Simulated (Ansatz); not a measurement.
Ansatz results at the PBE0-D4/def2-TZVP geometry: size of the dipole moment (PBE/def2-TZVPP) 1.10 D; HOMO energy (PBE/def2-TZVPP) -5.43 eV; LUMO energy (B3LYP/def2-TZVPP) -1.22 eV.

(1) Which molecule gave them?
A. `B[B]([SiH3])[SnH3]`
B. `C=C(C)[CH]1[O][AlH]1`
C. `O=COC[SiH2]S`
D. `C=[N][GaH2]`

## Answers

(1) D. The others give `B[B]([SiH3])[SnH3]`: 0.60, -6.41, -2.68; `C=C(C)[CH]1[O][AlH]1`: 2.53, -4.92, -1.48; `O=COC[SiH2]S`: 2.27, -6.39, -0.38.

B3LYP here is the variant with VWN-RPA as its local correlation; programs differ in this.
